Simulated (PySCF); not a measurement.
A run for PySCF: R-MP2/6-31G* on BrFH2 (a complex), monomers drawn apart or pushed together.

```python
from pyscf import gto, scf, dft, mp
from pyscf.data.elements import chemcore

mol = gto.M(
    atom='''
    F    -0.36218514    0.13536947    0.36942273
    H    -0.22032105   -0.77429421    0.26519966
    Br   -0.01430422    0.99619271    4.04061082
    H    -0.18618423    0.88472669    2.62540797
    ''',
    basis='6-31g*',
    cart=True,
    charge=0, spin=0, verbose=3, max_memory=1800)
mf = scf.RHF(mol)
mf.conv_tol = 1e-8
mf.max_cycle = 100
mf.kernel()
if not mf.converged:
    mf = mf.newton().run(mf.mo_coeff, mf.mo_occ)
pt = mp.MP2(mf, frozen=chemcore(mol)).run()
```

The log:

```
converged SCF energy = -2672.69118243669
E(RMP2) = -2673.13690971773  E_corr = -0.445727281036319
E(SCS-RMP2) = -2673.11090657579  E_corr = -0.419724139104723
```

The calculation finished and met its thresholds.

Cost: about 0.3 core-seconds (a rough figure).
